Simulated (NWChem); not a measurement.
Molecule: Si2H3O2F; SMILES F[SiH]1O[SiH2]O1

```xyz
8

F     -0.5751     2.0510     0.0000
Si     0.4583     0.8205     0.0000
O      0.1187    -0.3131    -1.1928
Si    -0.2408    -1.4740     0.0000
O      0.1187    -0.3131     1.1928
H      1.8146     1.3912     0.0000
H      0.6970    -2.6243     0.0000
H     -1.6574    -1.9158     0.0000
```
Atoms are numbered in this order, from 1.

All runs use the structure optimised with PBE0/def2-SVP.

Give the principal values of the shielding tensors (ppm) of F1, Si2, O3, Si4 from LDA (Slater exchange, VWN5)/pcSseg-1, GIAO (NWChem), with their diamagnetic and paramagnetic parts as GIAO splits them.


```json
[
 {"atom": "F1", "σ11": "171.3", "σ22": "239.6", "σ33": "352.5", "isotropic": "254.5", "diamagnetic": "471.8", "paramagnetic": "-217.3"},
 {"atom": "Si2", "σ11": "319.2", "σ22": "337.3", "σ33": "375.5", "isotropic": "344.0", "diamagnetic": "881.6", "paramagnetic": "-537.6"},
 {"atom": "O3", "σ11": "114.8", "σ22": "131.7", "σ33": "291.0", "isotropic": "179.2", "diamagnetic": "391.6", "paramagnetic": "-212.4"},
 {"atom": "Si4", "σ11": "247.3", "σ22": "301.7", "σ33": "336.6", "isotropic": "295.2", "diamagnetic": "881.0", "paramagnetic": "-585.8"}
]
```
